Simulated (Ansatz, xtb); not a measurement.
# Relative energy of two spin states of BCl2NO

We compare I, the triplet with the links of `O=NB(Cl)Cl`, with II, `O=NB(Cl)Cl`, a singlet. Both are isolated molecules in the gas phase, relaxed with B3LYP/6-31G*; the shapes shown needn't be the lowest conformers.

I (Å):

| atom | x (Å) | y (Å) | z (Å) |
| --- | --- | --- | --- |
| B | -2.8527 | 0.1622 | 1.1588 |
| Cl | -2.1522 | 1.3587 | 2.2369 |
| Cl | -2.8620 | -1.5474 | 1.5426 |
| N | -3.4477 | 0.5611 | -0.0899 |
| O | -3.5977 | 1.6333 | -0.6376 |

II (Å):

```xyz
5

B    -2.8407    0.2484    1.2229
Cl   -2.0929    1.3022    2.4167
Cl   -2.9934   -1.4958    1.3923
N    -3.0907    0.7960   -0.0521
O    -3.8946    1.3170   -0.7690
```

Problem. Estimate which is lower in electronic energy at CCSD(T)/def2-SVP + ΔMP2/def2-TZVPP, and by roughly how much.

Solution. The CCSD(T)/def2-SVP + ΔMP2/def2-TZVPP calculation puts structure I lower, by 4.2 kcal/mol.

The same difference at several levels:

```csv
level,geometry,E(II) − E(I) (kcal/mol),departure from the last row (kcal/mol),"job, with rough time for the two"
B3LYP/6-31G*,B3LYP/6-31G*,+10.8,+6.6,"optimisation, 5.2 min"
HF/def2-SVP,B3LYP/6-31G*,+24.6,+20.4,part of the CCSD(T) run
MP2/def2-SVP,B3LYP/6-31G*,+7.0,+2.8,part of the CCSD(T) run
CCSD(T)/def2-SVP,B3LYP/6-31G*,+6.0,+1.8,single point
CCSD(T)/def2-SVP + ΔMP2/def2-TZVPP,B3LYP/6-31G*,+4.2,,"single point, 87 s"
```

None of the levels shown reverses the order. The largest departure from CCSD(T)/def2-SVP + ΔMP2/def2-TZVPP is that of HF/def2-SVP, 20.4 kcal/mol. Levels run at GFN2-xTB geometries aren't shown. The last row adds to CCSD(T) the change of the MP2 difference between the two basis sets, here −1.8 kcal/mol.

With harmonic frequencies from B3LYP/6-31G* (ideal gas, rigid rotor, one conformer each, 298.15 K, 1 atm): the zero-point term adds −0.2 kcal/mol; ΔH is +4.2 and ΔG +4.3 kcal/mol.

Open shells are spin-unrestricted. The closed-shell singlet above a triplet ground state is poorly described by one determinant. The correlated steps freeze 13 core orbitals. ΔG holds the spin degeneracy. Codes used: Ansatz 0.2.0; the last row on 1 thread of Intel(R) Xeon(R) Processor @ 2.50GHz (Skylake/Cascade Lake) on a shared host.
